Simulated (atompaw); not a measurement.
**An all-electron radial function and its pseudo partner (Ir (Z = 77))**

Columns: radius, all-electron u(r) and pseudo u(r) of the 5p shell (level -54.92 eV) of iridium in the configuration [Kr] 4d10 4f14 5s2 5p6 5d7 6s2 6p0; LDA (PW92), scalar-relativistic, PAW (atompaw) scheme, atompaw 4.2.0.5.

| r (bohr) | all-electron | pseudo |
| --- | --- | --- |
| 0.081 | 0.0625 | 0.0105 |
| 0.162 | 0.3503 | 0.0413 |
| 0.242 | -0.1763 | 0.0900 |
| 0.323 | -0.5556 | 0.1550 |
| 0.404 | -0.5270 | 0.2322 |
| 0.485 | -0.2373 | 0.3173 |
| 0.565 | 0.1319 | 0.4045 |
| 0.646 | 0.4808 | 0.4913 |
| 0.727 | 0.7554 | 0.5722 |
| 0.808 | 0.9441 | 0.6431 |
| 0.888 | 1.0527 | 0.7002 |
| 0.969 | 1.0983 | 0.7429 |
| 1.050 | 1.0948 | 0.7691 |
| 1.131 | 1.0569 | 0.7788 |
| 1.212 | 0.9964 | 0.7729 |
| 1.292 | 0.9237 | 0.7533 |
| 1.373 | 0.8437 | 0.7215 |
| 1.454 | 0.7622 | 0.6802 |
| 1.535 | 0.6825 | 0.6317 |
| 1.615 | 0.6077 | 0.5792 |
| 1.696 | 0.5372 | 0.5234 |
| 1.777 | 0.4726 | 0.4672 |
| 1.858 | 0.4140 | 0.4126 |
| 1.938 | 0.3621 | 0.3619 |
| 2.019 | 0.3153 | 0.3153 |
| 2.100 | 0.2738 | 0.2738 |

(1) How many radial nodes do the two functions have?

(2) Is the pseudo-wave norm-conserving?

## Answers

(1) The all-electron 5p function has n − l − 1 = 3 (the table is too coarse to show those close to the nucleus); the pseudo-wave has 0, since the states of the same l below it are removed with the core.

(2) No, it belongs to a PAW set: the norm inside the radius is not constrained, and the difference is carried by the augmentation charge.
